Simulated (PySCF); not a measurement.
**Electron correlation in O- (oxygen, charge -1)**

[He] 2s2 2p5, 2P determinant. All numbers are calculated (PySCF 2.14, scalar relativity by spin-free X2C-1e, in dyall-av3z (15s9p3d2f, 71 functions)). Frozen: 1s2; 7 electrons correlated; the 14 highest virtual orbitals of each spin left out.

```tsv
level	correlation energy (mhartree)
CCSD	-231.67
(T)	-9.26
CCSD(T)	-240.93
```

Diagnostics: T1 = 0.024, D1 = 0.0485, largest double amplitude 0.040.

Cost of the coupled-cluster step: of the order of 5 core-seconds, for 7 correlated electrons.
